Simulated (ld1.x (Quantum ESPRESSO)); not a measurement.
**How hard is this H (Z = 1) PAW potential?**

```json
{
  "Element": "hydrogen",
  "Generator": "ld1.x (Quantum ESPRESSO) 7.5",
  "Type": "PAW",
  "Functional": "PBE",
  "Relativity": "scalar-relativistic",
  "Frozen core": "none",
  "Valence charge": "1",
  "Reference configuration": "1s0.75 (charge +0.25)",
  "Partial waves": "1s (bound): rcut 0.80, rcutus 1.15 bohr; 1s channel at 0.4 Ry: rcut 0.80, rcutus 1.15 bohr; 2p channel at 0.05 Ry: rcut 0.95, rcutus 1.05 bohr; 2p channel at 0.7 Ry: rcut 0.95, rcutus 1.05 bohr",
  "Local potential": "all-electron potential smoothed inside 1.00 bohr (lloc = -1)",
  "Core correction": "none",
  "Augmentation charge": "BG, radius 0.90 bohr"
}
```

The pseudo-atom Hamiltonian at the reference potential is diagonalised in spherical Bessel functions j_l(qr) that vanish at 20 bohr, with q² up to the cutoff. All-electron valence levels (Ry): 1s -0.6975.

Question: How do the lowest levels (Ry) of each channel move with the cutoff, and are there ghosts?

Answer:

| cutoff (Ry) | s #1 | s #2 | p #1 | d #1 | f #1 | f #2 | Σ f·Δε (mRy) |
| --- | --- | --- | --- | --- | --- | --- | --- |
| 8 | -0.6515 | -0.0493 | -0.0348 | 0.0360 | 0.0820 | 0.2153 | 34.5 |
| 10 | -0.6673 | -0.0506 | -0.0349 | 0.0360 | 0.0820 | 0.2153 | 22.7 |
| 15 | -0.6856 | -0.0521 | -0.0349 | 0.0360 | 0.0820 | 0.2153 | 8.9 |
| 18 | -0.6922 | -0.0526 | -0.0349 | 0.0360 | 0.0820 | 0.2153 | 4.0 |
| 21 | -0.6946 | -0.0527 | -0.0349 | 0.0360 | 0.0820 | 0.2153 | 2.2 |
| 25 | -0.6960 | -0.0529 | -0.0349 | 0.0360 | 0.0820 | 0.2153 | 1.1 |
| 35 | -0.6974 | -0.0530 | -0.0350 | 0.0360 | 0.0820 | 0.2153 | 0.1 |
| 40 | -0.6975 | -0.0530 | -0.0350 | 0.0360 | 0.0820 | 0.2153 | 0.0 |
| 400 | -0.6975 | -0.0530 | -0.0350 | 0.0360 | 0.0820 | 0.2153 | 0.0 |

Result: no extra level below or beside the all-electron valence levels (s, p, d, f tested); 10 mRy is reached at 15 Ry and 1 mRy at 30 Ry.
